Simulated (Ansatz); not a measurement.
Input file for Ansatz (a first-principles code): U-MP2/cc-pVTZ on CH4N (SMILES [CH2]N), 2S+1 = 2, atoms moved off the minimum.

Ansatz 0.2 input:
```yaml
crystal:
  periodic: [false, false, false]
  atoms:
    - {symbol: C, position_ang: [-0.72999203, 0.05233624, -0.21386129]}
    - {symbol: N, position_ang: [0.61195917, -0.02046522, 0.14975312]}
    - {symbol: H, position_ang: [-1.37674280, -0.84850149, -0.02346927]}
    - {symbol: H, position_ang: [-1.12277785, 1.03715943, 0.05717507]}
    - {symbol: H, position_ang: [1.25377347, 0.62440907, -0.12352698]}
    - {symbol: H, position_ang: [1.01157409, -0.89138047, -0.06561497]}
basis:
  gaussian:
    orbitals: cc-pVTZ
magnetization: {spin_polarized: true, initial_magnetization: 1}
correlation: {method: mp2, electrons: outside_noble_gas}
scf: {omitted_lower_state_checks: [cluster_reference]}
output: {forces: true}
```

The head of its log:

```
WARN ansatz: RAYON_NUM_THREADS=1 ignored (pool sized by the plan → 1); use --threads N
Functional definition: HF
these checks for a lower state are left out or cut short: cluster_reference
integrals: 0.08 GiB planned
654 factors; integrals over basis functions are off by at most 1.2e-3 eV
mean field: 0.23 GiB planned
mean field evaluation 1: about -2573.0029 eV, gradient 1.9e1 eV
mean field evaluation 2: about -2573.0049 eV, gradient 1.9e1 eV
mean field evaluation 4: about -2574.7375 eV, gradient 2.4e0 eV
mean field evaluation 8: about -2574.8008 eV, gradient 2.2e-1 eV
mean field -2574.80220467 eV, -94.6222357581 hartree, gradient 7.1e-6 eV, S^2 0.761802; 0 other end points of the search recorded, 0 dependent functions left out
2 core orbitals not correlated
reference -2574.80220467 eV, -94.6222357581 hartree; 7, 6 occupied and 107, 108 virtual orbitals, 654 factors
densities: 0.27 GiB planned
```

**Question.** What total energy does the run end on?

**Answer.** -94.9909 hartree.
